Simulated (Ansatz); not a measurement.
CH$_{3}$ClFNOSi, SMILES `NC(=O)[SiH](F)Cl`. Charge 0, multiplicity 1.

Cartesian coordinates in Å:
```
N -0.6880 -1.1200 0.8782
C -0.6506 0.1511 0.4284
O -1.4951 0.9905 0.6803
Si 0.8009 0.7041 -0.6713
F 1.9389 -0.4175 -0.6425
Cl 0.1457 0.9014 -2.5837
H 0.0424 -1.7738 0.6579
H -1.4581 -1.4174 1.4577
H 1.3638 1.9816 -0.2049
```

Give the diagnostics of a CCSD(T)/def2-TZVPP run (frozen core, the Gaussian-basis code of Ansatz). (Best estimate.)

Ansatz gave: T1 = 0.0145, largest single amplitude 0.038, largest double 0.039, (T) share of the correlation energy 3.9 %, 10 CCSD cycles. The RHF solution is stable towards an unrestricted one. T1 lies under the customary mark of 0.02 for closed shells.
